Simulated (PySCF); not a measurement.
B(NCO)2(OH) (C₂HBN₂O₃), SMILES O=C=NB(O)N=C=O. Atoms are numbered in the order given.

```xyz
9

B     -0.7732     0.0014     0.0000
N     -0.4253     1.3974     0.0000
C      0.4344     2.2470     0.0000
O      1.1959     3.1337     0.0000
N      0.2529    -0.9949     0.0000
C      0.6168    -2.1451     0.0000
O      1.0565    -3.2288     0.0000
O     -2.0726    -0.3814     0.0000
H     -2.6726     0.3760     0.0000
```
Charge 0, spin multiplicity 1.

The structure is a stationary point at r2SCAN-D4/def2-SVP. The values are those of a single conformer.

All values below come from TDA-PBE0/def2-SVPD run with PySCF.

Vertical excitations. The molecule is in vacuum. State labels are in the subgroup Cs.

Computed lowest excited states:
| state | symmetry | energy (eV) | λ (nm) | f | main pairs |
|---|---|---|---|---|---|
| S1 | A" | 6.19 | 200 | 0.000 | HOMO→LUMO 97 % |
| S2 | A" | 6.77 | 183 | 0.000 | HOMO−3→LUMO 92 % |
| S3 | A' | 6.82 | 182 | 0.210 | HOMO−1→LUMO 77 % |
| S4 | A' | 7.23 | 171 | 0.045 | HOMO−2→LUMO 56 %, HOMO→LUMO+1 18 % |
| S5 | A" | 7.34 | 169 | 0.001 | HOMO−1→LUMO+1 53 %, HOMO−2→LUMO+1 20 %, HOMO−1→LUMO+3 9 % |
| S6 | A" | 7.62 | 163 | 0.001 | HOMO−1→LUMO+2 64 % |
| S7 | A' | 7.70 | 161 | 0.033 | HOMO→LUMO+1 70 %, HOMO−2→LUMO 16 % |
| S8 | A" | 7.90 | 157 | 0.000 | HOMO−2→LUMO+1 41 %, HOMO−1→LUMO+1 35 %, HOMO−1→LUMO+3 11 % |
| S9 | A" | 8.21 | 151 | 0.000 | HOMO−2→LUMO+1 32 %, HOMO−1→LUMO+3 17 %, HOMO−2→LUMO+2 12 %, HOMO−1→LUMO+4 12 % |
| S10 | A' | 8.26 | 150 | 0.101 | HOMO−3→LUMO+1 72 %, HOMO→LUMO+4 12 % |
| T1 | A' | 5.85 | 212 | 0 | HOMO−1→LUMO 91 % |
| T2 | A" | 6.00 | 207 | 0 | HOMO→LUMO 93 % |
| T3 | A' | 6.15 | 202 | 0 | HOMO−2→LUMO 83 % |
| T4 | A" | 6.52 | 190 | 0 | HOMO−3→LUMO 81 % |
Triplets are in the Tamm–Dancoff approximation.
